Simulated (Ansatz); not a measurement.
Stepwise reaction of `FB(Cl)Cl` with ammonia, as a gas-phase model of exchange steps in deposition or etching. ΔE in kJ/mol; ΔG adds harmonic PBE0-D4 terms to CCSD(T)/CBS, at 1 bar.

Isolated molecules relaxed with PBE0-D4/def2-TZVP in Ansatz; ΔE leaves out vibrations. CBS: MP2 limit from def2 TZ/QZ plus the TZ coupled-cluster correction, frozen cores. This one scheme is used for every species. DFT in def2-TZVPP. B3LYP here is the variant with VWN-RPA as its local correlation; programs differ in this. Each species was taken in one conformer, which may not be the lowest.

```json
{"step": "2", "reaction": "`NB(F)Cl` + NH₃ → `NB(N)F` + HCl", "PBE-D4": "1.1", "B3LYP-D4": "-5.2", "ωB97M-V": "-3.7", "CCSD(T)/CBS": "-4.0", "ΔG(400 K)": "-7.5"}
```

Question: Give the row of step 1, `FB(Cl)Cl` + NH₃ → `NB(F)Cl` + HCl. (Best estimate.)

Answer: Computed: 
| step | reaction | PBE-D4 | B3LYP-D4 | ωB97M-V | CCSD(T)/CBS | ΔG(400 K) |
| --- | --- | --- | --- | --- | --- | --- |
| 1 | `FB(Cl)Cl` + NH₃ → `NB(F)Cl` + HCl | -38.3 | -45.3 | -43.9 | -43.2 | -46.0 |

Question: By hand: ΔE of the 2 steps together at CCSD(T)/CBS.

Answer: (-43.2) + (-4.0) = -47.2 kJ/mol, or -23.6 kJ/mol a step.

In ΔE each step is higher than the one before. ΔG lies between -46.0 and -7.5 kJ/mol a step. PBE-D4 differs from CCSD(T)/CBS by 4.9 to 5.1 kJ/mol a step. Isolated molecules leave out the surface, adducts and barriers. Largest T1 diagnostic: 0.012.
